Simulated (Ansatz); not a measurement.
Geometry optimisation, Ansatz 0.2.0, RKS PBE-D4/def2-SVP.

The input (input.yaml):

```yaml
crystal:
  periodic: [false, false, false]
  atoms:
    - { symbol: B, position_ang: [-0.1943, 1.6177, 1.3591] }
    - { symbol: Ge, position_ang: [-0.8497, 0.6526, -0.2949] }
    - { symbol: C, position_ang: [0.5041, -0.6062, -0.8434] }
    - { symbol: "N", position_ang: [0.847, -1.5566, 0.2383] }
    - { symbol: F, position_ang: [0.1393, -1.2736, -1.9973] }
    - { symbol: H, position_ang: [0.8122, 1.4482, 1.824] }
    - { symbol: H, position_ang: [-0.9187, 2.4822, 1.8337] }
    - { symbol: H, position_ang: [-1.0627, 1.6753, -1.4545] }
    - { symbol: H, position_ang: [-2.1493, -0.0974, 0.0649] }
    - { symbol: H, position_ang: [1.473, -0.0423, -1.0138] }
    - { symbol: H, position_ang: [1.538, -2.1999, -0.04] }
    - { symbol: H, position_ang: [-0.0618, -2.1551, 0.358] }
basis:
  gaussian: { orbitals: def2-SVP }
hamiltonian:
  xc: pbe
  dispersion: d4
relax:
  f_tol: 0.02
  max_steps: 50
output:
  orbitals: {}
```

Launched with:

```bash
$ ansatz run input.yaml --threads 2 --pin off --max-ram 3072MiB --backend cpu --events-out ev --progress --plain --runs-dir out
```

Task: Where does it end, and by what steps?

Result: It converged. After 38 steps the energy has fallen by 1.419 eV; H7 moved furthest, 2.06 Å. Joined: B1–N4.

```csv
step,energy less start (eV),largest force component (eV/Å),accepted
0,0.0000,4.357,yes
2,-0.4214,0.641,yes
4,-0.4571,0.090,yes
6,-0.4607,0.047,yes
8,-0.4631,0.036,yes
10,-0.4631,0.174,no
12,-0.4659,0.101,yes
14,-0.4676,0.152,yes
16,-0.4684,0.253,no
18,-0.4730,0.063,yes
20,-0.4763,0.132,yes
22,-0.4786,0.368,no
24,-0.4896,0.081,yes
26,-0.5058,0.358,yes
28,-0.5660,0.447,yes
30,-0.8069,0.682,yes
32,-1.2647,0.772,yes
34,-1.3255,0.899,yes
36,-1.4183,0.078,yes
38,-1.4194,0.016,yes
```

```xyz
12
Properties=species:S:1:pos:R:3
B 0.111 0.669 1.179
Ge -1.042 0.903 -0.576
C 0.375 -0.532 -0.926
N 0.543 -0.801 0.544
F 0.200 -1.714 -1.610
H 1.096 1.395 1.163
H -0.433 0.526 2.263
H -0.962 2.024 -1.649
H -2.435 0.216 -0.727
H 1.321 -0.057 -1.267
H 1.464 -1.183 0.818
H -0.162 -1.501 0.823
```

Time of the run: 100 s on 2 threads of Arm Neoverse V2, on a shared host, peak memory 0.19 GiB.
